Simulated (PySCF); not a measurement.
## Correlation energy of Cd (cadmium, neutral)

[Kr] 4d10 5s1 5p1, high-spin 3P determinant (an excited configuration). All numbers are calculated (PySCF 2.14, scalar relativity through the core potential, in aug-cc-pwCVTZ-PP with ECP28MDF (8s8p7d4f3g, 122 functions)). Frozen: 4s2 4p6; 12 electrons correlated.

MP2 pair energies summed by pair of shells (mhartree):

```csv
pair,energy,share (%)
4d-4d,-392.61,87.8
4d-5s,-36.62,8.2
4d-5p,-15.72,3.5
5s-5p,-2.10,0.5
```

Total MP2 correlation energy: -447.06 mhartree.

Same-spin part -165.84 and opposite-spin part -281.22 mhartree; SCS-MP2 scales them by 1/3 and 6/5 to -392.74 mhartree.
